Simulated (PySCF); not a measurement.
C₂F₆.
SMILES: `FC(F)(F)C(F)(F)F`

The calculation used wB97X-D/def2-SVPD in PySCF (dipole) on a GFN2-xTB geometry, gas phase.

Masses are those of the commonest isotopes; rigid-rotor values at the optimised geometry. 

(1) What are A, B and C (cm⁻¹)?

(2) Classify the top.

Results:

(1) Ia = 176.34, Ib = 279.16, Ic = 279.17 u·Å²; 505379 MHz·u·Å²/I gives 2866, 1810 and 1810 MHz, that is A = 0.09560, B = 0.06039, C = 0.06038 cm⁻¹.

(2) A prolate symmetric top, as the point group D3d requires two equal moments; Ray's κ = -1.000.

The point group D3d allows no dipole (computed: 0.01 D), so a rigid rotor has no electric-dipole lines.

Task: Estimate the classical rotational partition function at 200 K, 298.15 K and 500 K.

Result: Point group D3d, symmetry number σ = 6; q = (√π/σ)·√((kT/h)³/(ABC)), k/h = 20836.6 MHz/K: 25900 at 200 K, 47200 at 298.15 K, 103000 at 500 K.

No frequency check. These are rigid-rotor constants of the computed structure; measured ground-state constants (B0) also hold zero-point vibration.

Time: 18 s of wall time. Hardware: x86-64 server, one thread, no GPU, shared host. This is the wB97X-D/def2-SVPD job that gave the dipole, with the excitations it also computed.

The values belong to the conformer `[F:1][C:2]([F:3])([F:4])[C:5]([F:6])([F:7])[F:8]`: F1–C2–C5–F6 -60°.
